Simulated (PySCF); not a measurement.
Members of one series of related molecules.

All values: PBE0/pcSseg-1 (PySCF) at GFN2-xTB geometries, gas phase, one conformer each.

**Question.** Rank by HOMO energy, lowest first.
A. `CC[C@H]1C[Si@](F)(O[SiH3])C1`
B. `CC[C@H]1C[Si@](F)(C(F)F)C1`
C. `CC[C@H]1C[Si@](F)(C=O)C1`
D. `CCC1C[Si](F)(F)C1`
E. `CC[C@H]1C[Si@](F)(C(C)=O)C1`

**Answer.** D (-8.31 eV), B (-8.07 eV), A (-7.75 eV), C (-7.04 eV), E (-6.87 eV).

**Question.** Rank by the highest IAO charge on any atom, lowest value first.
A. `CCC1C[Si](F)(F)C1`
B. `CC[C@H]1C[Si@](F)(C=O)C1`
C. `CC[C@H]1C[Si@](F)(C(C)=O)C1`
D. `CC[C@H]1C[Si@@H](F)C1`
E. `CC[C@H]1C[Si@](C1)(F)C(F)F`
F. `CC[C@H]1C[Si@](F)(O[SiH3])C1`

**Answer.** D (+1.198 e), C (+1.233 e), B (+1.258 e), E (+1.300 e), F (+1.491 e), A (+1.559 e).

**Question.** Rank by the highest Hirshfeld charge on any atom, lowest value first.
A. `[Si@]1(C[C@@H](CC)C1)(F)O[SiH3]`
B. `CC[C@H]1C[Si@](F)(C(F)F)C1`
C. `CCC1C[Si](F)(F)C1`

**Answer.** B (+0.460 e), A (+0.512 e), C (+0.534 e).

All values together:

```
                      SMILES                     change     formula  μ (D)  HOMO (eV)  LUMO (eV)  lowest IAO charge (e)  highest IAO charge (e)  lowest Hirshfeld charge (e)  highest Hirshfeld charge (e)
       CC[C@H]1C[Si@@H](F)C1                     parent    C5H11FSi   1.78      -8.03       0.84             -0.582 (C)             +1.198 (Si)                   -0.212 (F)                   +0.453 (Si)
CC[C@H]1C[Si@](F)(O[SiH3])C1  H on Si replaced by OSiH3  C5H13FOSi2   1.26      -7.75       0.19             -0.870 (O)             +1.491 (Si)                   -0.303 (O)                   +0.512 (Si)
 CC[C@H]1C[Si@](F)(C(C)=O)C1  H on Si replaced by COCH3   C7H13FOSi   1.11      -6.87      -1.40             -0.570 (C)             +1.233 (Si)                   -0.224 (O)                   +0.454 (Si)
    CC[C@H]1C[Si@](F)(C=O)C1    H on Si replaced by CHO   C6H11FOSi   1.72      -7.04      -1.89             -0.571 (C)             +1.258 (Si)                   -0.210 (F)                   +0.464 (Si)
           CCC1C[Si](F)(F)C1      H on Si replaced by F   C5H10F2Si   2.77      -8.31       0.88             -0.605 (C)             +1.559 (Si)                   -0.205 (F)                   +0.534 (Si)
  CC[C@H]1C[Si@](F)(C(F)F)C1   H on Si replaced by CHF2   C6H11F3Si   2.00      -8.07       0.48             -0.584 (C)             +1.300 (Si)                   -0.206 (F)                   +0.460 (Si)
```

Conformers: `[CH3:1][CH2:2][C@H:3]1[CH2:4][Si@@H:5]([F:6])[CH2:7]1` with C1–C2–C3–C4 68°, C2–C3–C4–Si5 133°, C3–C4–Si5–F6 -121°, C4–Si5–C7–C3 9°, C2–C3–C7–Si5 -134°; `[CH3:1][CH2:2][C@H:3]1[CH2:4][Si@:5]([F:6])([O:7][SiH3:8])[CH2:9]1` with C1–C2–C3–C4 177°, C4–Si5–O7–Si8 137°; `[CH3:1][CH2:2][C@H:3]1[CH2:4][Si@:5]([F:6])([C:7]([CH3:8])=[O:9])[CH2:10]1` with C1–C2–C3–C4 177°, C4–Si5–C7–C8 132°, C2–C3–C4–Si5 131°, C3–C4–Si5–F6 -119°, C4–Si5–C10–C3 7°, C2–C3–C10–Si5 -130°; `[CH3:1][CH2:2][C@H:3]1[CH2:4][Si@:5]([F:6])([CH:7]=[O:8])[CH2:9]1` with C1–C2–C3–C4 69°, C4–Si5–C7–O8 -47°, C2–C3–C4–Si5 130°, C3–C4–Si5–F6 -120°, C4–Si5–C9–C3 7°, C2–C3–C9–Si5 -131°; `[CH3:1][CH2:2][CH:3]1[CH2:4][Si:5]([F:6])([F:7])[CH2:8]1` with C1–C2–C3–C4 -69°; `[CH3:1][CH2:2][C@H:3]1[CH2:4][Si@:5]([F:6])([CH:7]([F:8])[F:9])[CH2:10]1` with C1–C2–C3–C4 177°, C4–Si5–C7–F8 -70°.

**Question.** Give the shifts from the parent, `CC[C@H]1C[Si@@H](F)C1`.

**Answer.** 
```tsv
SMILES	change in μ (D)	change in HOMO (eV)	change in LUMO (eV)
CC[C@H]1C[Si@](F)(O[SiH3])C1	-0.52	+0.28	-0.65
CC[C@H]1C[Si@](F)(C(C)=O)C1	-0.67	+1.16	-2.24
CC[C@H]1C[Si@](F)(C=O)C1	-0.06	+0.99	-2.73
CCC1C[Si](F)(F)C1	+0.99	-0.28	+0.04
CC[C@H]1C[Si@](F)(C(F)F)C1	+0.22	-0.04	-0.36
```
